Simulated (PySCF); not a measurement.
Species: C₄H₉F₃N₂Si.
Numbering: `[CH3:1][C@@H:2]1[NH:3][SiH2:4][NH:5][C@H:6]1[C:7]([F:8])([F:9])[F:10]`

Geometry (GFN2-xTB, Å), atoms numbered from 1 in this order:
```
atom  x, y, z in Å
C1    -1.4812   -1.4973   -0.1109
C2    -0.6737   -0.2960    0.3713
N3    -1.3632    0.9398    0.0738
Si4   -0.3238    2.2509   -0.3068
N5     1.0316    1.1959   -0.4331
C6     0.6887   -0.1914   -0.3425
C7     1.7747   -0.9247    0.4409
F8     1.9417   -0.4496    1.6797
F9     2.9698   -0.8310   -0.1674
F10    1.5252   -2.2403    0.5678
H11   -1.7010   -1.3906   -1.1705
H12   -2.4206   -1.5530    0.4339
H13   -0.9318   -2.4206    0.0512
H14   -0.4937   -0.3937    1.4538
H15   -2.2480    1.0280    0.5424
H16   -0.7935    2.8478   -1.5580
H17   -0.0261    3.2307    0.7377
H18    1.8760    1.3886   -0.9424
H19    0.6389   -0.6844   -1.3283
```

NICS = −σ at a ghost point: NICS(0) at the centroid of the ring atoms, NICS(1) 1 Å to either side along the normal of their mean plane, zz for the tensor component along that normal. Level: GIAO PBE0/pcSseg-1 (PySCF, non-relativistic, gas phase) on the GFN2-xTB geometry, one conformer.

Ring bond lengths (Å), with Mayer bond orders in brackets: C2–N3 1.446 (0.93), N3–Si4 1.716 (0.99), Si4–N5 1.722 (0.95), N5–C6 1.432 (0.96), C6–C2 1.542 (0.95).

Q: Give the NICS values of each ring in ppm.

A: 
```json
{"ring": "C2–N3–Si4–N5–C6", "type": "5-membered ring with 2 N and Si; formal bonds all single", "NICS(0)": "-7.7", "NICS(1), two faces": "-2.9 / -2.5", "NICS(1)zz, two faces": "-2.7 / -1.8", "rms pucker (Å)": "0.11", "centre to ring atoms, mean (Å)": "1.32"}
```

Q: What can be read from them?

A: 
- C2–N3–Si4–N5–C6: mean NICS(1)zz -2.2 ppm, near zero. C2, Si4, C6 have four or more neighbours; no verdict on aromaticity is drawn. NICS(0) lies 5 ppm below the mean NICS(1).

Q: What field does 7.05 T along the ring normal induce along that normal at the first NICS(1) probe listed for ring C2–N3–Si4–N5–C6, 1 Å off the ring?

A: NICSzz × B0 = -2.7 ppm × 7.05 T = -19 μT, against the applied field.

Q: List the ring angles and the Hirshfeld charges of the ring atoms.

A: 
- C2–N3–Si4–N5–C6: C2 105.6° (+0.018 e), N3 114.2° (-0.248 e), Si4 91.4° (+0.407 e), N5 113.6° (-0.254 e), C6 107.9° (-0.006 e); sum 532.6° against 540° for a flat convex ring.

Q: What are the shieldings of the ring atoms and their hydrogens in the same run (means over atoms taken as equivalent)?

A: 
```
atoms                   environment  σ isotropic (ppm)
   C2  sp3 carbon bound to nitrogen              132.8
   N3        silicon-bound nitrogen              231.1
  Si4                  SiH2 silicon              373.6
   N5        silicon-bound nitrogen              245.4
   C6  sp3 carbon bound to nitrogen              120.2
  H14              methine hydrogen              27.95
  H15                  N–H hydrogen              31.83
  H16                 Si–H hydrogen              26.28
  H17                 Si–H hydrogen              26.26
  H18                  N–H hydrogen              31.50
  H19              methine hydrogen              28.25
```
